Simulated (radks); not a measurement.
Values are calculated unless marked as measured or tabulated.
All-electron atom: Re4+ in [Xe] 4f14 5d3.

Code: a radial shooting solver on a logarithmic mesh with Libxc functionals. Model: scalar-relativistic Kohn-Sham, exchange-only LDA, spin-polarised, spherical densities, point nucleus; open shells are filled with parallel spins first (spin-orbit coupling, left out, can overturn this in heavy ions).

Energy parts (Ry):
| part | energy |
|---|---|
| total | -33343.3809 |
| kinetic | 36858.8016 |
| electron-nucleus | -82357.6252 |
| Hartree | 12779.1117 |
| exchange | -623.6691 |

Orbitals (lengths in bohr, moments of r in powers of bohr; r(max) is where P^2 peaks):
orbital  occ.  eigenvalue (Ry)   r(max)
1s up       1        -5266.159  0.01125
1s down     1        -5266.159  0.01125
2s up       1        -915.7375  0.06456
2s down     1        -915.7241  0.06456
2p up       3        -799.8105  0.05304
2p down     3        -799.7993  0.05304
3s up       1        -214.3909   0.1821
3s down     1        -214.3853   0.1821
3p up       3        -180.2164   0.1805
3p down     3        -180.2104   0.1805
3d up       5        -141.4222   0.1468
3d down     5        -141.4127   0.1468
4s up       1        -47.18941   0.4127
4s down     1        -47.17621   0.4127
4p up       3        -35.97693   0.4331
4p down     3        -35.96343   0.4332
4d up       5        -21.91326   0.4433
4d down     5        -21.89629   0.4433
4f up       7         -6.29401   0.4162
4f down     7         -6.26145   0.4159
5s up       1         -9.47077   0.9367
5s down     1         -9.33681   0.9331
5p up       3         -6.63159    1.057
5p down     3         -6.45909    1.051
5d up       3         -3.37207    1.357
5d down     0         -3.14610    1.340

The highest occupied level is 5d up at -45.879 eV. Summed over all electrons, <r^2> = 32.18 bohr^2, which gives a Langevin (diamagnetic) susceptibility term of -25.5 x 10^-6 cm^3/mol. The density falls to 0.001 e/bohr^3 at r = 3.19 bohr. For comparison, the ionisation energy in NIST's Atomic Spectra Database is 52 eV (theoretical). In exact Kohn-Sham theory the highest level is minus the ionisation energy, but local and semilocal functionals leave it too shallow, through self-interaction and a potential that decays too fast; potentials with the right tail come closer. Spin moment in Bohr magnetons: 3.
